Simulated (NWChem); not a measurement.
Molecule: CHClO₃Si; SMILES [SiH]1(Cl)OC(=O)O1

```xyz
7

O     -0.6460     2.6553     0.0000
C     -0.1877     1.5714     0.0000
O      0.1484     0.7890     1.0816
Si     0.6732    -0.4117     0.0000
Cl    -0.4264    -2.1081     0.0000
O      0.1484     0.7890    -1.0816
H      2.1108    -0.7158     0.0000
```
Atoms are numbered in this order, from 1.

All runs: NWChem. Structure relaxed at the PBE0/def2-SVP level. Level: B3LYP/def2-SVP with SMD (1 M gas to 1 M solution), gas-phase geometry. Reactions with the solvent are ignored.

Problem. What does the run give for solvent water? Quantities: solvation free energy (kcal/mol); cavity-dispersion-structure term (kcal/mol); dipole in solution (D).

Solution. 
| Quantity | Value |
|---|---|
| solvation free energy (kcal/mol) | -4.3 |
| cavity-dispersion-structure term (kcal/mol) | 3.7 |
| dipole in solution (D) | 5.21 |
